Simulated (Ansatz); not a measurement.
Input for Ansatz (a quantum-chemistry and plane-wave program): R-PBE/def2-TZVPP on F2Mg (SMILES [F][Mg][F]), atoms moved off the minimum.

Ansatz 0.2 input:
```yaml
crystal:
  periodic: [false, false, false]
  atoms:
    - {symbol: Mg, position_ang: [-0.13657727, -0.01844753, 0.06005914]}
    - {symbol: F, position_ang: [-0.08512957, -0.00255491, 1.79088359]}
    - {symbol: F, position_ang: [0.12634093, 0.04122665, -1.79505682]}
basis:
  gaussian:
    orbitals: def2-TZVPP
hamiltonian:
  xc: {name: PBE}
scf: {lower_state_search: off}
output: {forces: true}
```

The head of its log:

```
WARN ansatz: RAYON_NUM_THREADS=1 ignored (pool sized by the plan → 1); use --threads N
Functional definition: PBE
these checks for a lower state are left out or cut short: stability, starts, cluster_reference, orbital_swaps, neighbouring_geometries, increment
integrals: 0.02 GiB planned
600 factors; their error is unknown
mean field: 0.17 GiB planned
mean field evaluation 1: about -10868.5311 eV, gradient 6.8e1 eV
mean field evaluation 2: about -10775.2982 eV, gradient 2.3e2 eV
```

Problem. Give the final energy of this run.

Solution. -399.6694 hartree.
